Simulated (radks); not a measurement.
Problem. Dipole-allowed excitations along the series with 68 electrons in [Xe] 4f14. Method: scalar-relativistic Kohn-Sham, PBE, spin-unpolarised, spherical densities, finite nucleus; Fermi nuclear charge, rms radius of each element as measured or else 0.836 A^(1/3) + 0.57 fm; computed with a radial shooting solver on a logarithmic mesh with Libxc functionals. Time-dependent linear response with the Hartree and adiabatic LDA kernel, continuum included through the Sternheimer equations, no spin-orbit coupling, so fine structure and intercombination lines are absent. Lines are the poles of the dipole polarisability below minus the highest occupied eigenvalue, found on a grid refined at the orbital gaps; the lowest seven at most are given, and weak or close lines can be missed. The first line takes the name of the lowest orbital gap if no other gap lies below it; otherwise a line is named after a gap within 0.6 % of it, if that gap stands alone.

| species | -e(HOMO) (eV) | lowest orbital gap (eV) | first line (eV) | f | strongest line (eV) | its f | static alpha (bohr^3) |
|---|---|---|---|---|---|---|---|
| W6+ | 109.19 | 4f-5d 38.164 | 39.866 (4f-5d) | 0.0571 | 53.960 (unassigned) | 4.58 | 2.044 |
| Re7+ | 138.36 | 4f-5d 48.981 | 50.230 (unassigned) | 0.0172 | 59.678 (unassigned) | 5.40 | 1.689 |

Estimate the first line of Ta5+, its oscillator strength and the static polarisability.

Solution. 29.968 eV (4f-5d), f = 0.143, alpha = 2.536 bohr^3.
